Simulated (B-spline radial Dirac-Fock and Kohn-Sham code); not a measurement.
**Subshell cross sections of Ti²⁺, photon energy 1930 eV**

System: the Ti²⁺ ion, configuration [Ar] 3d2.

These are calculated numbers from a B-spline atomic structure program; the model is Dirac-Hartree-Slater photoionisation with all multipoles and Dirac-Fock thresholds. The asymmetry parameter β is from the dipole term alone. Kinetic energies are from the vacuum level. Open shells are spread statistically over j, without multiplet splitting.

| subshell | electrons | binding (eV) | kinetic (eV) | σ (kb) | β |
| --- | --- | --- | --- | --- | --- |
| 2s | 2 | 592.0 | 1338.0 | 27.3 | 2.00 |
| 2p1/2 | 2 | 490.3 | 1439.7 | 17.1 | 1.32 |
| 2p3/2 | 4 | 484.7 | 1445.3 | ? | ? |
| 3s | 2 | 92.33 | 1837.7 | 3.78 | 2.00 |
| 3p1/2 | 2 | 63.05 | 1866.9 | 1.82 | 1.27 |
| 3p3/2 | 4 | 62.40 | 1867.6 | 3.52 | 1.28 |
| 3d3/2 | 0.8 | 25.54 | 1904.5 | 0.0275 | 0.64 |
| 3d5/2 | 1.2 | 25.50 | 1904.5 | 0.0404 | 0.64 |

Task: What are σ and β for 2p3/2?

Result: σ = 33.1 kb, the largest of all subshells and 38 % of the total, and β = 1.33.

Run: 3.4 s of CPU time on 1 thread of Neoverse-N1 (shared host), peak memory 0.33 GiB.
